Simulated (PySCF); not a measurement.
**Working out the ionisation energy of Hf²⁺**

Hf²⁺ [Xe] 4f14 5d2 (3F) → Hf³⁺ [Xe] 4f14 5d1 (2D). Calculation: PySCF 2.14, in def2-TZVPPD with the def2 core potential (60 electrons) (6s5p3d2f1g, 59 functions); scalar relativity through the core potential. Frozen: nothing. Energies in hartree (1 hartree = 27.21139 eV):

| part | Hf²⁺ (lower) | Hf³⁺ (upper) |
| --- | --- | --- |
| UHF | -46.676775 | -45.888387 |
| MP2 opposite-spin | -0.118864 | -0.111008 |
| MP2 same-spin | -0.049368 | -0.042706 |

Question: What does Hartree-Fock give?

Answer: (-45.888387) − (-46.676775) = 0.788388 hartree = 21.453 eV.

Question: What do MP2 and SCS-MP2 (6/5 opposite-spin, 1/3 same-spin) give?

Answer: The opposite-spin parts differ by 0.214 eV and the same-spin parts by 0.181 eV. MP2: 21.453 + (0.214) + (0.181) = 21.848 eV. SCS-MP2: 21.453 + 1.2 × (0.214) + (0.181)/3 = 21.770 eV.

Reference: 22.55 ± 0.04 eV (theoretical estimate listed by NIST; NIST Atomic Spectra Database, ionization energies), between the lowest levels; spin-orbit coupling is absent from the calculation.

What remains against the reference includes basis incompleteness and correlation beyond second order.
